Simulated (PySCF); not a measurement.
CClF2, SMILES F[C](F)Cl (connectivity only; charge and spin as stated), charge +1, multiplicity 1.

Coordinates come from a PBE0-D3(BJ)/def2-TZVP optimisation. The spin state was assumed, not searched. The isomer is the one that the SMILES or the coordinates give; other isomers of the formula were not compared.

These are PBE0/def2-TZVPD run with PySCF values and carry that method's errors.

Symmetry labels are those of the subgroup C2v that the program uses (full group C2v).

### Question
List the valence orbital energies around the gap with their symmetry. (An estimate is asked for; the answer gives what the named calculation found.)

### Answer

| orbital | symmetry | energy (eV) |
|---|---|---|
| HOMO−7 | B2 | -25.79 |
| HOMO−6 | A1 | -24.54 |
| HOMO−5 | B1 | -24.46 |
| HOMO−4 | A2 | -21.63 |
| HOMO−3 | B2 | -21.25 |
| HOMO−2 | A1 | -21.01 |
| HOMO−1 | B1 | -18.38 |
| HOMO | B2 | -17.78 |
| LUMO | B1 | -10.23 |
| LUMO+1 | A1 | -6.63 |
| LUMO+2 | A1 | -5.00 |
| LUMO+3 | B2 | -3.40 |
